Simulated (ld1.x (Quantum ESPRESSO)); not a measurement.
# u(r) = r·R(r): atom against pseudo-atom (In)

Columns: radius, all-electron u(r) and pseudo u(r) of the 5p shell (level -2.50 eV) of indium in the configuration [Kr] 4d10 5s2 5p1; Wu–Cohen, scalar-relativistic, TM scheme, ld1.x (Quantum ESPRESSO) 7.5.

```csv
r (bohr),all-electron,pseudo
0.191,-0.1025,-0.0064
0.382,-0.0319,-0.0251
0.573,0.1780,-0.0555
0.764,0.2185,-0.0961
0.955,0.1306,-0.1449
1.146,-0.0050,-0.1999
1.337,-0.1418,-0.2583
1.528,-0.2609,-0.3175
1.719,-0.3568,-0.3744
1.910,-0.4303,-0.4266
2.101,-0.4840,-0.4715
2.292,-0.5209,-0.5075
2.483,-0.5441,-0.5335
2.674,-0.5560,-0.5492
2.865,-0.5589,-0.5554
3.056,-0.5546,-0.5532
3.247,-0.5446,-0.5442
3.438,-0.5301,-0.5301
3.629,-0.5123,-0.5123
3.820,-0.4920,-0.4920
4.011,-0.4701,-0.4701
4.202,-0.4472,-0.4472
4.393,-0.4239,-0.4239
4.584,-0.4007,-0.4007
4.775,-0.3779,-0.3779
4.966,-0.3557,-0.3557
```

Q: How many radial nodes do the two functions have?

A: The all-electron 5p function has n − l − 1 = 3 (the table is too coarse to show those close to the nucleus); the pseudo-wave has 0, since the states of the same l below it are removed with the core.

Q: At about which radius was the pseudo-wave matched?

A: 3.82 bohr. The columns agree to 0.0005 from 3.25 bohr on; several derivatives are matched, so the curves merge somewhat inside the radius.

Q: Where does each function peak?

A: Outermost all-electron maximum near 2.87 bohr, pseudo maximum near 2.87 bohr (to the table’s step).

Q: Is the pseudo-wave norm-conserving?

A: Yes: the TM scheme keeps the norm inside the radius equal to the all-electron one, which fixes the energy derivative of the logarithmic derivative at the level.
